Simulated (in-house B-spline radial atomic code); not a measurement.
Configurations of Sm, with energies counted from [Xe] (4f5/2)6 6s2. Method: Dirac-Hartree-Fock, average of each configuration as written, Fermi nucleus of rms radius 5.0819 fm. Calculated with an all-electron radial atomic-structure program (B-spline basis). Energies include first-order Breit, QED and recoil terms.

Occupations are held fixed; configurations that lie above the ionisation limit could autoionise.

| configuration | E - E(ref) (eV) | highest orbital | its <r> (bohr) |
| --- | --- | --- | --- |
| [Xe] (4f5/2)5 (4f7/2)1 6s1 (6p3/2)1 | 4.1172 | 6p3/2 | 6.3 |
| [Xe] (4f5/2)4 (4f7/2)2 6s2 | 4.3071 | 6s1/2 | 4.646 |
| [Xe] (4f7/2)6 6s2 | 4.4508 | 6s1/2 | 4.648 |
| [Xe] (4f5/2)1 (4f7/2)6 6s1 | 8.2763 | 4f5/2 | 17.84 |
| [Xe] (4f5/2)4 (4f7/2)2 (5g7/2)1 6s1 | 8.4444 | 5g7/2 | 27.49 |
| [Xe] (4f7/2)5 6s2 (7g9/2)1 | 10.023 | 7g9/2 | 63.49 |

Q: Order these further configurations by energy, lowest first.
A. [Kr] (4d3/2)4 (4d5/2)5 (4f5/2)4 (4f7/2)2 5s2 5p6 (5d3/2)1 6s2
B. [Xe] (4f5/2)2 (4f7/2)4 6s1 (9p3/2)1
C. [Xe] (4f5/2)3 (4f7/2)3 6s2
D. [Kr] 4d10 (4f5/2)6 5s2 (5p1/2)1 (5p3/2)4 6s2 (7f7/2)1
E. [Xe] (4f5/2)5 6s2 (6p1/2)1

A: E (2.4461 eV), C (5.4065 eV), B (9.9868 eV), D (29.899 eV), A (134.19 eV).

Q: How far above the reference does [Xe] (4f7/2)6 6s1 (6f5/2)1 lie?

A: 8.7503 eV; its least bound orbital is 6f5/2 with <r> = 47.66 bohr.

Q: How far above the reference does [Kr] (4d3/2)3 (4d5/2)6 (4f5/2)4 (4f7/2)2 5s2 5p6 6s2 (7g9/2)1 lie?

A: 148.43 eV; its least bound orbital is 7g9/2 with <r> = 63.49 bohr.
